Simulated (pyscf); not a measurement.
# `[F][Ge]([F])([F])[F]`, singlet

Gas-phase minimum from PySCF at ωB97X-D3(BJ)/def2-SVP, one conformer. 

SMILES: [F][Ge]([F])([F])[F]
```xyz
5

F      0.2831     0.2831     0.4728
Ge    -1.2068    -0.4662     0.1420
F     -0.9423    -1.8855    -0.7566
F     -2.1903     0.5929    -0.7539
F     -1.9773    -0.8538     1.6072
```
Charge 0, spin multiplicity 1.

Bond lengths (Å): F1–Ge2 1.700, Ge2–F3 1.701, Ge2–F4 1.700, Ge2–F5 1.700. Angles (°): F1–Ge2–F3 109.5, F1–Ge2–F4 109.6, F1–Ge2–F5 109.3, F3–Ge2–F4 109.4, F3–Ge2–F5 109.6, F4–Ge2–F5 109.5.

Properties at ωB97X-D3(BJ)/def2-SVP:

```
Quantity                                                                                                                                                          Value
---------------------------------------------------------------------------------------------------------------------  ------------------------------------------------
Harmonic wavenumbers, unscaled                                                                                         198, 200, 269, 269, 269, 732, 812, 812, 813 cm⁻¹
Zero-point energy                                                                                                                                          6.3 kcal/mol
Rotational symmetry number                                                                                                                                           12
Entropy of this conformer at 298 K and 1 atm, rigid rotor and harmonic oscillator, modes under 100 cm⁻¹ raised to 100                                   302.8 J/(mol K)
Dipole moment                                                                                                                                                    0.00 D
```

Single-point totals, which compare only within one level (frozen core for MP2 and CC):

| level | total energy (hartree) |
|---|---|
| ωB97X-D3(BJ)/def2-TZVP | -2476.67935 |
| PBE/def2-TZVP | -2476.02383 |
| r²SCAN/def2-TZVP | -2476.54744 |
| B3LYP-D3(BJ)/def2-TZVP | -2476.75800 |
| PBE0-D3(BJ)/def2-TZVP | -2476.07291 |
| M06-2X/def2-TZVP | -2476.60287 |
| ωB97M-D3(BJ)/def2-TZVP | -2476.79801 |
| HF/def2-TZVPP | -2473.46827 |
| MP2/def2-TZVPP | -2474.70815 |
| CCSD/def2-TZVPP | -2474.69782 |
| CCSD(T)/def2-TZVPP | -2474.73507 |

The CCSD(T) − MP2 part came from Ansatz, without density fitting, on the same reference. The frozen core leaves the outer d or s,p core shells of the metals and heavy elements correlated in the MP2 and CC values, and def2-TZVPP describes them poorly, so these totals are far from the basis limit. Elements up to Kr have no core potential and no relativistic terms here.
